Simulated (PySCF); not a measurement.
# Polarisability and C₆ of Te (tellurium, neutral)

[Kr] 4d10 5s2 5p4, high-spin 3P determinant. Computed with PySCF 2.14 in aug-cc-pV5Z-PP with ECP28MDF (8s8p6d4f3g2h, 139 functions), with a scalar-relativistic core potential. Coupled (time-dependent) response in atomic units; α is the mean over directions.

```json
{"method": "M06-2X", "mean α (bohr³)": "38.64", "α xx, yy, zz": "36.33, 43.26, 36.33", "C₆ (like pair)": "410.8", "S(−4)": "382.7"}
```

S(−4) is the Cauchy moment in α(ω) = α(0) + S(−4) ω² + …

Reference α: 38 ± 4 bohr³ (recommended; Schwerdtfeger and Nagle, table of static dipole polarizabilities (2023 update)). Published C₆: 445.0 (Chu and Dalgarno (2004); Tang, Norbeck and Certain (1976)).

Spin-orbit coupling is absent.

α(iu) at M06-2X:

| u (hartree) | α(iu) (bohr³) |
| --- | --- |
| 0 | 38.64 |
| 0.0500 | 37.71 |
| 0.100 | 35.28 |
| 0.200 | 28.60 |
| 0.300 | 22.31 |
| 0.500 | 13.82 |
| 0.750 | 8.404 |
| 1.00 | 5.679 |
| 1.50 | 3.201 |
| 2.00 | 2.127 |
| 3.00 | 1.187 |
| 5.00 | 0.5410 |

A single London oscillator, α(iu) = α/(1 + u²/ω²), gives C₆ = (3/4) ω α². Matching the computed C₆ needs ω = 4 × 410.8 / (3 × 38.64²) = 0.367 hartree.

The components differ because the open shell of this determinant is not spherical; for a pure term their mean is the scalar polarisability.

Energies and moments cover only the electrons outside the core potential.
